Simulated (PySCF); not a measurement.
# Dipole response of Mg+ (magnesium, charge +1)

[Ne] 3s1, 2S determinant. Calculation: PySCF 2.14, in dyall-av3z; the spin-free X2C one-electron Hamiltonian (Gaussian nucleus). Coupled (time-dependent) response in atomic units; α is the mean over directions.

| method | mean α (bohr³) | C₆ (like pair) | S(−4) |
| --- | --- | --- | --- |
| UHF | 38.52 | 177.8 | 1573 |
| PBE | 33.51 | 144.4 | 1201 |
| PBE0 | 34.96 | 153.7 | 1306 |
| M06-2X | 25.41 | 96.25 | 687.1 |
| BHandHLYP | 32.33 | 137.2 | 1111 |

S(−4) is the Cauchy moment in α(ω) = α(0) + S(−4) ω² + …

α(iu) at PBE:

```
u (hartree)  α(iu) (bohr³)
          0          33.51
     0.0500          30.76
      0.100          24.71
      0.200          13.98
      0.300          8.273
      0.500          3.819
      0.750          2.061
       1.00          1.375
       1.50         0.8247
       2.00         0.5920
       3.00         0.3723
       5.00         0.1953
```

A single London oscillator, α(iu) = α/(1 + u²/ω²), gives C₆ = (3/4) ω α². Matching the computed C₆ needs ω = 4 × 144.4 / (3 × 33.51²) = 0.171 hartree.

For an ion, C₆ is the dispersion term alone; charge-induced terms of lower order in 1/R come first.
